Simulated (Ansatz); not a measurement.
Geometry optimisation of SiI2.

```yaml
crystal:
  periodic: [false, false, false]
  atoms:
    - {symbol: Si, position_ang: [0.004770, -0.007010, -1.041730]}
    - {symbol: I, position_ang: [1.948150, -0.019880, 0.530980]}
    - {symbol: I, position_ang: [-1.952920, 0.026890, 0.510750]}
basis:
  gaussian: {orbitals: def2-TZVP}
hamiltonian: {xc: r2scan, dispersion: d4}
scf: {lower_state_search: "off"}
output: {orbitals: {seedname: orbitals}}
relax: {f_tol: 0.02, max_steps: 100}
```

```sh
$ ansatz run in.yaml --threads 4 --pin off --events-out ev --progress --plain --max-ram 3916MiB
```

Shortened log:

```
Functional definition: r2SCAN
mean field -24086.77103001 eV, -885.1725087530 hartree, gradient 9.7e-6 eV, S^2 0.000000; 0 other end points of the search recorded, 0 dependent functions left out
relax step   1: F+E_penalty+E_count = -24086.79785157 eV  Δ(F+E_penalty+E_count) = +0.000e0 eV  max|allowed force component| = 2.138e-1 eV/Å  Δτ_max = 0.0000 Å  (16 SCF iters, accepted)
mean field -24086.77267367 eV, -885.1725691564 hartree, gradient 1.8e-6 eV, S^2 0.000000; 0 other end points of the search recorded, 0 dependent functions left out
relax step   2: F+E_penalty+E_count = -24086.79949391 eV  Δ(F+E_penalty+E_count) = -1.642e-3 eV  max|allowed force component| = 1.191e-1 eV/Å  Δτ_max = 0.0247 Å  (22 SCF iters, accepted)
mean field -24086.77346042 eV, -885.1725980689 hartree, gradient 1.9e-6 eV, S^2 0.000000; 0 other end points of the search recorded, 0 dependent functions left out
relax step   3: F+E_penalty+E_count = -24086.80029164 eV  Δ(F+E_penalty+E_count) = -7.977e-4 eV  max|allowed force component| = 2.359e-3 eV/Å  Δτ_max = 0.0113 Å  (23 SCF iters, accepted)
Total energy: -24086.80030044 eV, -885.1735844217 hartree
Atom 0 at     0.005119    -0.006925    -1.028344 Å, force     0.000644     0.000008     0.002359 eV/Å
Atom 1 at     1.945418    -0.019893     0.524108 Å, force     0.001457    -0.000027    -0.001430 eV/Å
Atom 2 at    -1.950537     0.026818     0.504237 Å, force    -0.002101     0.000019    -0.000929 eV/Å
Dipole moment:     0.000418    -0.000716    -0.106525 e Å
Checks for a lower state left out: stability, starts, cluster_reference, orbital_swaps, neighbouring_geometries, increment
```

Hardware: 4 threads of Arm Neoverse V2 on a shared host. Wall time 4.7 s.

In the def2 sets I takes a core potential; there is no spin–orbit coupling.
